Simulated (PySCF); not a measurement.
First SCF of a structure search on singlet Mo(OH)2, at a hand-made linear (heavy-atom frame) geometry. PySCF input:

```python
from pyscf import gto, scf, dft
mol = gto.M(atom='''
Mo     0.000000     0.000000     0.000000
O      0.000000     0.000000     2.010000
O      0.000000     0.000000    -2.010000
H     -0.735400     0.000000     2.627100
H      0.735400     0.000000    -2.627100''',
    basis={'Mo': 'def2-TZVP', 'O': 'def2-TZVP', 'H': 'def2-TZVP'},
    ecp={'Mo': 'def2-TZVP'},
    charge=0, spin=0)
mf = dft.RKS(mol, xc='PBE0')
mf.grids.atom_grid = (50, 194)
aux = {'Mo': 'def2-universal-JKFIT', 'O': 'def2-universal-JKFIT', 'H': 'def2-universal-JKFIT'}
mf = mf.density_fit(auxbasis=aux)
mf.conv_tol = 1e-08
mf.diis_space = 10
mf.max_cycle = 60
mf.init_guess = 'minao'
mf.verbose = 4
mf.kernel()
```

Excerpt of the output (cycles and frontier levels):

```
init E= -213.114050209681
  HOMO = -0.425136961931811  LUMO = -0.41218522676474  gap/eV = 0.35243
cycle= 1 E= -219.396476727569  delta_E= -6.28  |g|= 1.14  |ddm|= 3.94
  HOMO = -0.0643910479801963  LUMO = -0.0499498226966243  gap/eV = 0.39297
cycle= 2 E= -219.000949405997  delta_E= 0.396  |g|= 1.83  |ddm|= 1.65
  HOMO = -0.112546789170826  LUMO = -0.0789821956999361  gap/eV = 0.91334
cycle= 3 E= -219.613999537977  delta_E= -0.613  |g|= 0.372  |ddm|= 1.02
  HOMO = -0.174369408270705  LUMO = -0.114440279220723  gap/eV = 1.63075
cycle= 4 E= -219.644754091396  delta_E= -0.0308  |g|= 0.0752  |ddm|=  0.3
  HOMO = -0.161403693467091  LUMO = -0.10447649311477  gap/eV = 1.54907
cycle= 5 E= -219.646176064747  delta_E= -0.00142  |g|= 0.00476  |ddm|= 0.0642
  HOMO = -0.1616225487275  LUMO = -0.104612173079332  gap/eV = 1.55133
cycle= 6 E= -219.646194761027  delta_E= -1.87e-05  |g|= 0.002  |ddm|= 0.0124
  HOMO = -0.161676047316652  LUMO = -0.104702251237139  gap/eV = 1.55034
cycle= 7 E= -219.646209050145  delta_E= -1.43e-05  |g|= 0.00153  |ddm|= 0.011
  HOMO = -0.161750692403131  LUMO = -0.104790954381972  gap/eV = 1.54995
cycle= 8 E= -219.646229225125  delta_E= -2.02e-05  |g|= 0.00131  |ddm|= 0.0152
  HOMO = -0.16179265903449  LUMO = -0.104839649875345  gap/eV = 1.54977
cycle= 9 E= -219.646245769351  delta_E= -1.65e-05  |g|= 0.00135  |ddm|= 0.0114
  HOMO = -0.161754975430258  LUMO = -0.104827673344627  gap/eV = 1.54907
cycle= 10 E= -219.646202147376  delta_E= 4.36e-05  |g|= 0.00105  |ddm|= 0.0337
  HOMO = -0.16171229939111  LUMO = -0.104889295050334  gap/eV = 1.54623
cycle= 11 E= -219.646162735491  delta_E= 3.94e-05  |g|= 0.000598  |ddm|= 0.0611
  HOMO = -0.161689831862803  LUMO = -0.104966733804368  gap/eV = 1.54351
cycle= 12 E= -219.646159901112  delta_E= 2.83e-06  |g|= 0.000131  |ddm|= 0.0155
  HOMO = -0.161670069836836  LUMO = -0.104970449177905  gap/eV = 1.54288
cycle= 13 E= -219.646159365251  delta_E= 5.36e-07  |g|= 6.64e-05  |ddm|= 0.0089
  HOMO = -0.161665282834049  LUMO = -0.104973108029501  gap/eV = 1.54267
cycle= 14 E= -219.646159365326  delta_E= -7.47e-11  |g|= 1.59e-05  |ddm|= 0.000319
  HOMO = -0.161661941923281  LUMO = -0.104970649393742  gap/eV = 1.54265
Extra cycle  E= -219.646159365391  delta_E= -6.55e-11  |g|= 2.76e-05  |ddm|= 5.27e-05
converged SCF energy = -219.646159365391
```

This is not the lowest solution: another start and a stability analysis within the same restricted form found one 49.0 kJ/mol lower, at -219.66484 Eh.

At the minimum of this search the closed-shell solution is unstable towards spin polarisation, so a lower open-shell solution exists.

The search for the lowest solution, 3 starts and the stability check together, took 8.4 s on 4 threads of a shared Arm Neoverse V1 host, with 114 basis functions; the process peaked at 0.59 GiB. Launch command: `OMP_NUM_THREADS=4 python axn.py task.json out`.
